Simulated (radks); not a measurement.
Values are calculated unless marked as measured or tabulated.
How relativity changes the ionisation of neutral tin ([Kr] 4d10 5s2 5p2) to Sn+ ([Kr] 4d10 5s2 5p1). Spin-unpolarised spherical Kohn-Sham, BLYP, point nucleus unless stated (finite: rms radius 4.6519 fm), a radial shooting solver on a logarithmic mesh with Libxc functionals. A level marked "c x" has the speed of light scaled by that factor and shares open shells by 2j + 1; other Dirac levels either fill j = l - 1/2 first or share by 2j + 1.

[
 {"level": "non-rel.", "E(Sn) (hartree)": "-6025.44079", "E(Sn+) (hartree)": "-6025.18924", "IE (eV)": "6.845", "HOMO": "5p", "<r> HOMO (bohr)": "3.279"},
 {"level": "scalar-rel.", "E(Sn) (hartree)": "-6177.83073", "E(Sn+) (hartree)": "-6177.58079", "IE (eV)": "6.801", "HOMO": "5p", "<r> HOMO (bohr)": "3.266"},
 {"level": "scalar-rel., finite nucleus", "E(Sn) (hartree)": "-6177.66948", "E(Sn+) (hartree)": "-6177.41953", "IE (eV)": "6.801", "HOMO": "5p", "<r> HOMO (bohr)": "3.266"},
 {"level": "Dirac, 2j+1 shares", "E(Sn) (hartree)": "-6179.63165", "E(Sn+) (hartree)": "-6179.38121", "IE (eV)": "6.815", "HOMO": "5p3/2", "<r> HOMO (bohr)": "3.321"},
 {"level": "Dirac, low j first", "E(Sn) (hartree)": "-6179.65331", "E(Sn+) (hartree)": "-6179.39515", "IE (eV)": "7.025", "HOMO": "5p1/2", "<r> HOMO (bohr)": "3.184"},
 {"level": "Dirac, 2j+1 shares, finite nucleus", "E(Sn) (hartree)": "-6179.46992", "E(Sn+) (hartree)": "-6179.21948", "IE (eV)": "6.815", "HOMO": "5p3/2", "<r> HOMO (bohr)": "3.321"},
 {"level": "Dirac, c x 0.75", "E(Sn) (hartree)": "-6315.66041", "E(Sn+) (hartree)": "-6315.41039", "IE (eV)": "6.803", "HOMO": "5p3/2", "<r> HOMO (bohr)": "3.360"},
 {"level": "Dirac, c x 0.85", "E(Sn) (hartree)": "-6244.80517", "E(Sn+) (hartree)": "-6244.55501", "IE (eV)": "6.807", "HOMO": "5p3/2", "<r> HOMO (bohr)": "3.339"},
 {"level": "Dirac, c x 3", "E(Sn) (hartree)": "-6041.58795", "E(Sn+) (hartree)": "-6041.33655", "IE (eV)": "6.841", "HOMO": "5p3/2", "<r> HOMO (bohr)": "3.283"}
]

NIST Atomic Spectra Database: 7.344 eV (measured). The relativistic part of the total energy of Sn is -154 hartree (Dirac, 2j+1 shares, finite nucleus), 2.6 % of the non-relativistic value. Spin polarisation and multiplet splitting of open shells are left out at every level.

Beside tabulated values, note that relativity, absent from the non-relativistic runs, is large for the heavy elements, and spin-unpolarised runs miss the spin-polarisation part of the exchange energy of open shells.
